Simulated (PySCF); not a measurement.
A structure optimised at r2SCAN-D4/def2-SVP, used in a PySCF frequency run:

```
O
C 1 1.4019
H 2 1.1065 1 108.13
H 2 1.1101 3 106.65 1 -122.78
H 2 1.1101 3 106.65 4 -114.43
Cd 1 1.9760 2 123.01 3 -180.00
I 6 2.5832 2 161.58 3 180.00
```

Problem. Write its SMILES, formula and point group.

Solution. C[O][Cd][I], CH3CdIO, Cs

Problem. What are its rotational constants (standard atomic weights)?

Solution. 34.944, 0.62933, 0.62065 GHz
